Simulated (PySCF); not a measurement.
C2H7N2, SMILES N[CH]CN, multiplicity 2.

Geometry: B3LYP-D3(BJ)/def2-SVP. The isomer is the one that the SMILES or the coordinates give; other isomers of the formula were not compared. The values are those of a single conformer.

Calculation: PySCF with M06-2X/def2-TZVP.

Isolated molecule, no solvent.

- total energy = -189.85044 hartree
- α spin, highest occupied and lowest empty level = -5.27 and 1.78 eV
- β spin, highest occupied and lowest empty level = -8.47 and 0.39 eV
- dipole moment = 0.99 D
- quadrupole, principal values (traceless, Buckingham form, about the centre of nuclear charge) = -4.96, -1.57, 6.53 D·Å
- mean static polarisability = 43.7 bohr³ (6.47 Å³)
- polarisability, principal values = 37.8, 43.5, 49.7 bohr³
- ⟨S²⟩ = 0.754 (pure state 0.75)
